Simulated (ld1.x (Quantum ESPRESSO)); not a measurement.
**hydrogen: RRKJ pseudisation with PBE, scalar-relativistic reference atom.**

hydrogen (H), norm-conserving RRKJ (Kleinman–Bylander form), made with ld1.x (Quantum ESPRESSO) 7.5 (PBE, scalar-relativistic). Core none, reference 1s1. Waves: 1s (bound): rc 1.10 bohr; 2p channel at 0.05 Ry: rc 0.90 bohr. Local part: the p channel. Core correction: none. rho0 = 0.02.

All-electron outer shells of the reference configuration (PBE, scalar-relativistic, ld1.x):

```tsv
shell	level (eV)	outermost node (bohr)	outermost maximum (bohr)
1s	-6.49	–	1.03
```

Q: Does the generator finish with these settings?

A: Yes, a potential is produced and its reference levels are reproduced.

Q: Estimate the cutoffs (Ry, on a coarse ladder) from which the occupation-weighted sum of valence levels, in a spherical-Bessel basis at the reference potential, stays within 10 and 1 mRy of its value at 400 Ry.

A: 110 Ry and 140 Ry.

Q: What does a ghost test show?

A: No extra level below or beside the all-electron valence levels (s, p, d, f tested).
